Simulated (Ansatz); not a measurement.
System: SiNH₄, charge 0, doublet. SiNH4 (SMILES [SiH3][NH], doublet).
B3LYP-D3(BJ)/def2-TZVP minimum from Ansatz (a first-principles code):
```xyz
6

N      1.1559    -0.3130    -0.3132
Si    -0.4627     0.1679     0.1638
H      1.1596    -1.0375    -1.0359
H     -1.0918    -0.9647     0.8946
H     -1.3070     0.4999    -1.0140
H     -0.3734     1.3421     1.0547
```
Charge 0, spin multiplicity 2.

Wanted: atomisation energy (electronic, to ground-state atoms), in kcal/mol. Radicals and triplets start from unrestricted determinants; spin-orbit coupling is neglected. CBS(X,Y): correlation extrapolated as X^-3, Hartree-Fock from the larger set. A bracket is a step between two methods taken in the basis named. Functionals run without relativity, which enters their misses. Double hybrids freeze cores in their MP2 part. 'core' is core correlation in cc-pwCVTZ (1s frozen past Ne), 'X2C' scalar relativity in cc-pVTZ-DK, both at CCSD(T). For partners of very few electrons the exact lower level stands in for a higher one.

CCSD(T)/CBS(cc-pV(T+d)Z,cc-pV(Q+d)Z) + [CCSDT(Q) - CCSD(T)]/cc-pV(T+d)Z + core + X2C (Ansatz) gives 400.1 kcal/mol.

What does PBE/def2-TZVPD (Ansatz) give here, and how do the other levels compare?

PBE gives 399.8 kcal/mol, 0.3 kcal/mol below it. Differences of the others: B3LYP/def2-TZVPD (Ansatz) 2.5; wB97M-V/def2-TZVPD (Ansatz) 1.9; B2PLYP/def2-TZVPD (Ansatz) -4.8; CCSD(T)/CBS(cc-pV(T+d)Z,cc-pV(Q+d)Z) + core + X2C (Ansatz) -0.2 kcal/mol. Nearer than PBE: CCSD(T)/CBS(cc-pV(T+d)Z,cc-pV(Q+d)Z) + core + X2C.
